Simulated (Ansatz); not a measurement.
Zn (SMILES [Zn]), singlet; CAM-B3LYP/6-31G** in Ansatz (an electronic-structure program).

Input for Ansatz:
Ansatz 0.2 input:
```yaml
crystal:
  periodic: [false, false, false]
  atoms:
    - {symbol: Zn, position_ang: [0.00000000, 0.00000000, 0.00000000]}
basis:
  gaussian:
    orbitals: 6-31G__.json
hamiltonian:
  xc: cam_b3lyp
```
The basis file holds 6-31G** in the JSON format of the Basis Set Exchange.

What the program printed (banner, timings and long lists left out):

```
Functional definition: CAM-B3LYP
255 factors; integrals over basis functions are off by at most 7.4e-5 eV
56 factors; integrals over basis functions are off by at most 3.2e-5 eV
mean field evaluation 1: about -48412.9923 eV, gradient 7.3e0 eV
mean field evaluation 2: about -48412.9773 eV, gradient 8.6e0 eV
mean field evaluation 4: about -48413.0343 eV, gradient 1.6e-2 eV
mean field evaluation 8: about -48413.0343 eV, gradient 7.3e-5 eV
mean field -48413.03428803 eV, -1779.1461945518 hartree, gradient 7.3e-5 eV, S^2 0.000000; 0 other end points of the search recorded, 0 dependent functions left out
reference -48413.03435745 eV, -1779.1461971032 hartree; 15, 15 occupied and 21, 21 virtual orbitals, 255 factors
Total energy: -48413.03435745 eV, -1779.1461971032 hartree
```
